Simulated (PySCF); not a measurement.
Delta-SCF ions had no search for a lower state. Excitations are Tamm–Dancoff values on a coarser integration grid. The basis has no diffuse functions, so Rydberg states are missing or too high.

Cartesian coordinates (Å):
SMILES: [Si](Cl)(=[SiH2])Cl
```xyz
6

Si    -1.2842     0.1705    -0.4562
Si     0.8400     0.0061     0.1584
Cl     2.2224    -0.9915    -0.9552
Cl     1.8088     1.5032     1.1415
H     -1.9453     0.5714     0.8252
H     -1.6417    -1.2597    -0.7138
```
Charge 0, spin multiplicity 1.

Question: Estimate the S1 excitation (TDA), LUMO, HOMO–LUMO gap, T1 excitation (TDA) and vertical ionisation energy (Delta-SCF) that ωB97X-D3(BJ)/def2-TZVP // PBE0-D3(BJ)/def2-TZVP run with PySCF returns for this input.

Answer: 
```yaml
S1 excitation (TDA): 3.99 eV
LUMO: -0.95 eV
HOMO–LUMO gap: 7.56 eV
T1 excitation (TDA): 1.53 eV
vertical ionisation energy (Delta-SCF): 8.32 eV
```
